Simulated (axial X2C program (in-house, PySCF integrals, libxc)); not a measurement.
What spin–orbit coupling does to SnO

All values were computed with an in-house all-electron X2C program for linear molecules (integrals from PySCF). Spin-free means the one-electron spin-free X2C Hamiltonian; two-component (2c) means X2C with spin–orbit coupling and atomic mean-field two-electron Coulomb and Gaunt terms, so the difference of the two also holds small scalar two-electron terms. Basis: Sn dyall-cv3z [11s12p9d4f1g], O dyall-av3z [7s6p3d2f] (cores contracted in-house); Gaussian nuclei, density fitting, unrestricted open shells. Masses: Sn 119.902 u, O 15.995 u.

Spin-free state: M_S = 0, Λ = 0 (closed shell); fragments Sn + O.

```json
{"level": "PBE0", "Re (Å)": "1.818", "ωe (cm⁻¹)": "869.8", "De (eV)": "5.372", "μ (D)": "-4.32"}
{"level": "M06", "Re (Å)": "1.825", "ωe (cm⁻¹)": "859.9", "De (eV)": "5.784", "μ (D)": "-4.50"}
```

Dipoles are positive if O is the positive end.

Two-component determinant lowest at the distance of the search:

Ω = 0 (closed shell); fragments Sn + O.

| level | Re (Å) | ωe (cm⁻¹) | μ (D) |
| --- | --- | --- | --- |
| PBE0 | 1.819 | 868.1 | -4.31 |
| M06 | 1.826 | 858.0 | -4.50 |

From the two tables, how do the constants change at the PBE0 level (2c against spin-free)?

At the PBE0 level Re increases by 0.001 Å and ωe falls by 1.7 cm⁻¹.

The state is one determinant whose occupation by symmetry is held fixed; it was picked as the lowest of a PBE0 search that is not exhaustive. Closed shells are restricted here (equal orbitals for both partners); the stretched side of such a curve lies too high. Dissociation energies refer to the lowest single-determinant-based atoms at the same level and basis. De is not given where an atomic determinant may have missed its ground term or J level, or where the truncated virtual space spoils (T). The functionals have no current-density term, which raises determinants with orbital currents, atoms included.
